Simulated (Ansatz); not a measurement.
`SCCCCc1ccc(/N=N/c2ccccc2)cc1` with charge +1, relaxed as a doublet with UKS PBE-D4/def2-SVP in Ansatz, starting from the PBE-D4/def2-SVP geometry of the neutral singlet. Force threshold 0.03 eV/Å.

The gap within one spin of the relaxed charge 1 doublet nearly closes, so an electron or hole may be smeared out by delocalisation error. The relaxation made no stability test and no search for a lower SCF solution.

Start:

```xyz
37

S    -3.0882    1.7471    5.1017
C    -1.2617    1.5704    5.0804
C    -0.7490    0.3751    4.2785
C     0.7808    0.3039    4.2353
C     1.3285   -0.9025    3.4433
C     0.9865   -0.8590    1.9730
C    -0.0961   -1.5936    1.4481
C    -0.4327   -1.5074    0.0927
C     0.3125   -0.6824   -0.7748
N    -0.1017   -0.6659   -2.1231
N     0.6034    0.0535   -2.8930
C     0.1816    0.0768   -4.2410
C     0.9804    0.8381   -5.1216
C     0.6466    0.9245   -6.4791
C    -0.4884    0.2533   -6.9641
C    -1.2895   -0.5056   -6.0869
C    -0.9618   -0.5982   -4.7325
C     1.4027    0.0597   -0.2606
C     1.7256   -0.0324    1.0920
H    -3.3407    0.5826    5.7646
H    -0.8804    1.5523    6.1232
H    -0.9050    2.5217    4.6317
H    -1.1635    0.4255    3.2494
H    -1.1513   -0.5635    4.7230
H     1.1828    1.2417    3.7909
H     1.1818    0.2595    5.2720
H     2.4323   -0.9325    3.5622
H     0.9352   -1.8404    3.8901
H    -0.6812   -2.2444    2.1167
H    -1.2741   -2.0740   -0.3328
H     1.8603    1.3504   -4.7037
H     1.2724    1.5181   -7.1634
H    -0.7541    0.3208   -8.0303
H    -2.1796   -1.0278   -6.4726
H    -1.5643   -1.1820   -4.0217
H     1.9724    0.6923   -0.9559
H     2.5780    0.5440    1.4882
```

(1) Estimate the energy that the relaxation releases and the steps that it takes.

(2) Does the start keep its bonding?

(3) Predict the relaxed structure.

## Answers

(1) 29.1 kJ/mol, in 16 steps; 77 s on 2 threads of AMD EPYC 7R13 on a shared host and a share (18 GiB) of an NVIDIA H100 80GB HBM3. The force fell under the threshold at step 12, but the optimiser went on. No frequencies were taken in this run, so the end may be a saddle point.

(2) By distances, no bond broke or formed. The bond that changes most is N10–N11, from 1.27 to 1.24 Å (atoms count from 1).

(3) 
```xyz
37

S    -3.2499    1.5947    4.9377
C    -1.4217    1.5462    4.9876
C    -0.8151    0.3582    4.2326
C     0.7164    0.4113    4.2084
C     1.3624   -0.7866    3.4733
C     1.0644   -0.8260    1.9994
C     0.1835   -1.7878    1.4526
C    -0.1093   -1.8026    0.0901
C     0.4950   -0.8453   -0.7628
N     0.1586   -0.8925   -2.1016
N     0.7664   -0.3159   -3.0120
C     0.2586   -0.0757   -4.2776
C     1.1837    0.3497   -5.2649
C     0.7259    0.6235   -6.5551
C    -0.6416    0.4849   -6.8580
C    -1.5615    0.0681   -5.8710
C    -1.1247   -0.2111   -4.5788
C     1.3780    0.1361   -0.2326
C     1.6518    0.1320    1.1287
H    -3.4599    0.4775    5.6939
H    -1.0900    1.5718    6.0462
H    -1.1125    2.5081    4.5285
H    -1.2185    0.3433    3.1972
H    -1.1483   -0.5905    4.7086
H     1.0509    1.3608    3.7354
H     1.1114    0.4317    5.2463
H     2.4630   -0.7229    3.6125
H     1.0342   -1.7337    3.9482
H    -0.2752   -2.5376    2.1148
H    -0.7963   -2.5436   -0.3431
H     2.2439    0.4532   -4.9919
H     1.4333    0.9495   -7.3314
H    -0.9993    0.7039   -7.8753
H    -2.6273   -0.0392   -6.1235
H    -1.8161   -0.5405   -3.7893
H     1.8364    0.8686   -0.9131
H     2.3495    0.8785    1.5398
```
Bond lengths: 16 × C–C 1.39 to 1.55 Å; 2 × C–N 1.38 Å; 1 × C–S 1.83 Å; 1 × N–N 1.24 Å; 17 × C–H 1.10 to 1.11 Å; 1 × H–S 1.37 Å.
